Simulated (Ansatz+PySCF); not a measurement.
Results of a calculation; reference values are marked as such.
## Several solutions for singlet TiCl₄

| atom | x (Å) | y (Å) | z (Å) |
| --- | --- | --- | --- |
| Ti | 0.0000 | 0.0000 | 0.0000 |
| Cl | 1.2441 | 1.2441 | 1.2441 |
| Cl | 1.2441 | -1.2441 | -1.2441 |
| Cl | -1.2441 | 1.2441 | -1.2441 |
| Cl | -1.2441 | -1.2441 | 1.2441 |

Basis set: def2-SVP (spherical functions). Charge 0, multiplicity 1.

CASSCF(2,2) was run from several starts with Ansatz (development build ahead of 0.2.0) and PySCF 2.14.0. The starts are those of the Hartree–Fock orbitals from which the active space was taken at the frontier.

| run | program | start | converged | energy (hartree) | <S²> |
| --- | --- | --- | --- | --- | --- |
| A | Ansatz | search for the lowest state | yes | -2685.95821 | 0.00 |
| B | PySCF | program defaults | no | – | – |
| C | Ansatz | atomic start, no search | yes | -2685.95821 | 0.00 |
| D | Ansatz | stability test followed | yes | -2685.95821 | 0.00 |

Q: Which runs reached the lowest solution of this kind, and what is wrong with the others?

A: A, C, D reached the lowest solution found. Not converged: B. Caution: other spin multiplicities were not run.
